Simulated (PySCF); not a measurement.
F3Ge, SMILES [F][Ge]([F])[F] (connectivity only; charge and spin as stated), charge +1, multiplicity 1. The structure is a stationary point at PBE0-D3(BJ)/def2-SVP. The spin state was assumed, not searched. The isomer is the one that the SMILES or the coordinates give; other isomers of the formula were not compared.

These are PBE0-D3(BJ)/def2-SVP (PySCF) values and carry that method's errors.

Harmonic wavenumbers (cm⁻¹): 212, 212, 218, 761, 892, 892. Rotational constants (GHz): 6.429, 6.429, 3.214; symmetry number 6.

**Question.** Work out the zero-point energy and the ideal-gas rigid-rotor harmonic-oscillator thermochemistry at 298.15 K and 1 atm.

**Answer.** ZPE = ½ Σ hcν = ½ × 3188 cm⁻¹ = 4.56 kcal/mol. H − E(el) = 8.07 kcal/mol. Entropy in cal/(mol K): translation 40.49, rotation 21.73, vibration 6.55, total 68.78. G − E(el) = -12.44 kcal/mol. Cp = 15.15 cal/(mol K).
